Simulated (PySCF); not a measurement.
Simulation results for CH₇N₂Si, CH₄AlNSi, H₅N₂OSi, F₂H₂NSi

Calculation on a computer-drawn molecule: the log of a Hartree-Fock and frozen-core CCSD(T) single point meant for a local Hartree-Fock minimum, with one planted fault or none, to be diagnosed. Offsets are logged minus clean, where the clean run is the same molecule without the fault. The reference is restricted for singlets and unrestricted otherwise, and also for a bond in bohr or an excited solution. Adding or removing an electron swaps singlet and doublet. The excited solution moves the top pair (singlet) or top alpha electron (doublet) to the lowest empty orbital. Highest occupied and lowest empty are orbital energies over both spins, largest force is the largest gradient component, triples share is (T) over the correlation energy, the T1 limit is 0.02 restricted and 0.045 unrestricted, electrons count all cores, a negative frequency is imaginary (commonest isotopes), and the dipole is about the centre of nuclear charge. Program: PySCF 2.14.0.

Common to all runs: logged SCF converged yes; possible faults no fault, one electron removed, one electron added, multiplicity raised by two, geometry at a saddle point, SCF held on an excited solution, minimal basis STO-3G, one bond length entered in bohr, all coordinates scaled.

(1) CH₇N₂Si

Logged structure:
```xyz
11
CH7N2Si
N     -1.1427    -1.0938     0.4012
C      0.0716    -0.4899     0.7256
Si     1.1147     0.3860    -0.5177
N      0.7736    -0.3040    -2.0654
H     -1.5461    -0.7947    -0.4657
H     -1.8267    -1.1170     1.1333
H      0.3828    -0.6321     1.7554
H      2.5250     0.3090    -0.0503
H      0.7982     1.8308    -0.6719
H      0.9479    -1.2828    -2.2053
H      1.0326     0.2092    -2.8879
```

- meant charge: 0
- meant multiplicity: 2
- meant basis: cc-pV(D+d)Z
- logged electrons: 41
- logged basis functions: 31
- logged spin squared: 0.7631
- logged highest occupied: -5.8065 eV
- logged lowest empty: 9.1334 eV
- logged largest force: 0.032181 hartree/bohr
- logged T1 diagnostic: 0.012981
- logged D1 diagnostic: 0.078795
- logged triples share: 0.010619
- logged CC converged: yes
- logged dipole magnitude: 0.67515 debye
- logged SCF stable within its kind: yes
- logged energy HF: -434.51599 hartree
- logged energy CCSD(T): -434.7341 hartree
- planted fault: minimal basis STO-3G
- HF energy offset from clean run: 3301 kcal/mol
- CCSD(T) energy offset from clean run: 3560 kcal/mol

Drawn bonds:
```tsv
atom	other atom	order
1	2	1
2	3	1
3	4	1
1	5	1
1	6	1
2	7	1
3	8	1
3	9	1
4	10	1
4	11	1
```

(2) CH₄AlNSi

Logged structure:
```xyz
8
CH4AlNSi
N      0.2953     0.0738     0.1258
C      1.2802     1.0327     0.2980
Al     2.2806     1.9605    -1.1855
Si     1.9211     1.7283     1.7478
H     -0.1773    -0.9856     1.6206
H      0.3534    -0.4807    -0.7054
H      2.8592     2.8422     1.5297
H      1.5161     1.4972     3.1463
```

- meant charge: 0
- meant multiplicity: 1
- meant basis: cc-pV(D+d)Z
- logged electrons: 44
- logged basis functions: 94
- logged spin squared: 1.2781
- logged highest occupied: -7.7544 eV
- logged lowest empty: 0.89462 eV
- logged largest force: 0.033107 hartree/bohr
- logged T1 diagnostic: 0.06857
- logged D1 diagnostic: 0.30383
- logged triples share: 0.045534
- logged CC converged: yes
- logged dipole magnitude: 0.97033 debye
- logged SCF stable within its kind: yes
- logged energy HF: -625.30187 hartree
- logged energy CCSD(T): -625.80014 hartree
- planted fault: one bond length entered in bohr, row 4 of the drawn bonds
- HF energy offset from clean run: 70.6 kcal/mol
- CCSD(T) energy offset from clean run: 82.6 kcal/mol

Drawn bonds:
```tsv
atom	other atom	order
1	2	1
2	3	1
2	4	2
1	5	1
1	6	1
4	7	1
4	8	1
```

Notes: T1 above single-reference limit.

(3) CH₄AlNSi

Logged structure:
```xyz
8
CH4AlNSi
N      0.2953     0.0738     0.1258
C      1.2802     1.0327     0.2980
Al     2.2806     1.9605    -1.1855
Si     1.9211     1.7283     1.7478
H      0.0452    -0.4869     0.9168
H      0.3534    -0.4807    -0.7054
H      2.8592     2.8422     1.5297
H      1.5161     1.4972     3.1463
```

- meant charge: 0
- meant multiplicity: 1
- meant basis: cc-pV(D+d)Z
- logged electrons: 44
- logged basis functions: 94
- logged spin squared: 2.0966
- logged highest occupied: -5.4287 eV
- logged lowest empty: 0.47377 eV
- logged largest force: 0.084043 hartree/bohr
- logged T1 diagnostic: 0.039595
- logged D1 diagnostic: 0.14761
- logged triples share: 0.033133
- logged CC converged: yes
- logged dipole magnitude: 2.663 debye
- logged SCF stable within its kind: yes
- logged energy HF: -625.35563 hartree
- logged energy CCSD(T): -625.847 hartree
- planted fault: multiplicity raised by two
- HF energy offset from clean run: 36.87 kcal/mol
- CCSD(T) energy offset from clean run: 53.2 kcal/mol

Drawn bonds:
```tsv
atom	other atom	order
1	2	1
2	3	1
2	4	2
1	5	1
1	6	1
4	7	1
4	8	1
```

(4) H₅N₂OSi

Logged structure:
```xyz
9
H5N2OSi
N      0.0845    -1.8321    -2.2863
Si    -0.8859    -0.7600    -1.5281
N     -2.1686    -1.2268    -0.6396
O     -0.6459     0.7886    -1.6057
H      0.8828    -1.5713    -2.8377
H     -0.0479    -2.8279    -2.2534
H     -2.4489    -2.1795    -0.4932
H     -2.7655    -0.5642    -0.1750
H      0.0125     1.3051    -2.0524
```

- meant charge: 1
- meant multiplicity: 1
- meant basis: cc-pV(D+d)Z
- logged electrons: 41
- logged basis functions: 90
- logged spin squared: 0.7572
- logged highest occupied: -2.8632 eV
- logged lowest empty: 3.9834 eV
- logged largest force: 0.09736 hartree/bohr
- logged T1 diagnostic: 0.071333
- logged D1 diagnostic: 0.49713
- logged triples share: 0.026581
- logged CC converged: yes
- logged dipole magnitude: 2.6286 debye
- logged SCF stable within its kind: yes
- logged energy HF: -475.57822 hartree
- logged energy CCSD(T): -476.25013 hartree
- planted fault: one electron added
- HF energy offset from clean run: -49.01 kcal/mol
- CCSD(T) energy offset from clean run: -64.87 kcal/mol

Drawn bonds:
```tsv
atom	other atom	order
1	2	1
2	3	1
2	4	1
1	5	1
1	6	1
3	7	1
3	8	1
4	9	1
```

Notes: T1 above single-reference limit.

(5) H₅N₂OSi

Structure as in entry 4.

- meant charge: 1
- meant multiplicity: 1
- meant basis: cc-pV(D+d)Z
- logged electrons: 40
- logged basis functions: 90
- logged spin squared: 0
- logged highest occupied: -8.6127 eV
- logged lowest empty: -10.964 eV
- logged largest force: 0.099397 hartree/bohr
- logged CC converged: no
- logged dipole magnitude: 3.4436 debye
- logged SCF stable within its kind: no
- logged energy HF: -474.82909 hartree
- planted fault: SCF held on an excited solution
- HF energy offset from clean run: 421.1 kcal/mol

Drawn bonds:
```tsv
atom	other atom	order
1	2	1
2	3	1
2	4	1
1	5	1
1	6	1
3	7	1
3	8	1
4	9	1
```

Notes: CCSD not converged.

(6) F₂H₂NSi

Logged structure:
```xyz
6
F2H2NSi
N     -0.6416     0.0000     0.0000
Si     1.0956     0.0000     0.0000
F      0.9425    -1.7986     0.0000
F      0.9425     1.7986     0.0000
H     -1.1695     0.8449     0.0000
H     -1.1695    -0.8449     0.0000
```

- meant charge: -1
- meant multiplicity: 1
- meant basis: aug-cc-pV(D+d)Z
- logged electrons: 42
- logged basis functions: 119
- logged spin squared: 0
- logged highest occupied: -2.76 eV
- logged lowest empty: 4.0624 eV
- logged largest force: 6.557e-06 hartree/bohr
- logged lowest frequency: -177.1 cm⁻¹
- logged T1 diagnostic: 0.018448
- logged D1 diagnostic: 0.049062
- logged triples share: 0.030596
- logged CC converged: yes
- logged dipole magnitude: 3.4316 debye
- logged SCF stable within its kind: yes
- logged energy HF: -543.55953 hartree
- logged energy CCSD(T): -544.32318 hartree

Drawn bonds:
```tsv
atom	other atom	order
1	2	1
2	3	1
2	4	1
1	5	1
1	6	1
```

Questions
1. Which fault was planted in the run of F₂H₂NSi (entry 6)?

## Answers
1. geometry at a saddle point

Further results for F₂H₂NSi (entry 6):

* HF energy offset from clean run: 34.11 kcal/mol
* CCSD(T) energy offset from clean run: 23.17 kcal/mol
